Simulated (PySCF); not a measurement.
NICS in rings of unrelated molecules.

NICS = −σ at a ghost point: NICS(0) at the centroid of the ring atoms, NICS(1) 1 Å to either side along the normal of their mean plane, zz for the tensor component along that normal. Level: GIAO PBE0/pcSseg-1 (PySCF, non-relativistic, gas phase) on the PBE0-D3(BJ)/def2-SVP geometries, one conformer each. Atom numbers follow the mapped SMILES.

Question: Order these rings by mean NICS(1)zz, lowest (most negative) first (ppm).
A. ring N6–C7–C8–C9–C10 in `[CH3:1][N+:2]([CH3:3])([CH3:4])[AlH2-:5][N:6]1[CH2:7][CH2:8][CH2:9][CH2:10]1`
B. ring C1–N2–C3–S4–N5 in `[cH:1]1[n:2][cH:3][s:4][n:5]1`
C. ring C4–C5–C6–Si7–C8 in `[CH2:1]=[CH:2][CH2:3][C@H:4]1[CH2:5][CH2:6][SiH2:7][CH2:8]1`
D. ring C3–O4–B5–O6–C7–C8 in `[CH3:1][O:2][C:3]1=[O+:4][BH2-:5][O:6][CH:7]=[CH:8]1`
E. ring C3–C4–N5–C10–N11 in `[CH:1]#[C:2][c:3]1[cH:4][n:5]([SiH2:6][CH:7]2[CH2:8][CH2:9]2)[cH:10][n:11]1`
F. ring C3–C4–N5–C8–P9 in `[CH3:1][CH2:2][c:3]1[cH:4][n:5]([CH2:6][CH3:7])[cH:8][p:9]1`
G. ring C3–C4–O5–B6–O7–C8 in `[O:1]=[CH:2][CH:3]1[CH2:4][O:5][BH:6][O:7][CH2:8]1`

Answer: B (-33.6), E (-28.1), F (-25.9), A (-6.5), C (-2.0), G (0.0), D (3.4).

```
                     SMILES                                                             ring  NICS(0)  NICS(1)  NICS(1)zz  HOMA  rms pucker (Å)  ring atoms with four or more neighbours
                    c1ncsn1        5-membered ring with 2 N and S; formal bonds all aromatic    -14.5    -13.2      -33.6     –            0.00                                        0
    C#Cc1cn([SiH2]C2CC2)cn1              5-membered ring with 2 N; formal bonds all aromatic    -12.5    -11.0      -28.1  0.88            0.00                                        0
              CCc1cn(CC)cp1          5-membered ring with N and P; formal bonds all aromatic    -12.4    -10.8      -25.9  0.76            0.00                                        0
C[N+](C)(C)[AlH2-][N]1CCCC1                  5-membered ring with N; formal bonds all single     -7.0     -4.4       -6.5     –            0.17                                        4
       C=CC[C@H]1CC[SiH2]C1                 5-membered ring with Si; formal bonds all single     -4.8     -4.0       -2.0     –            0.19                                        5
                O=CC1COBOC1          6-membered ring with B and 2 O; formal bonds all single     -1.9     -1.5        0.0     –            0.19                                        3
       COC1=[O+][BH2-]OC=C1  6-membered ring with B and 2 O; formal bonds 2 double, 4 single      1.2     -0.7        3.4     –            0.15                                        1
```

NICS(0) gives the same order. The isotropic NICS(1) gives the same order. HOMA uses Krygowski's 1993 parameters; it is left out where a ring has a four-coordinate atom, a triple bond, no multiple bond or a kind of bond without parameters. NICS(1) and NICS(1)zz are means over the two faces.
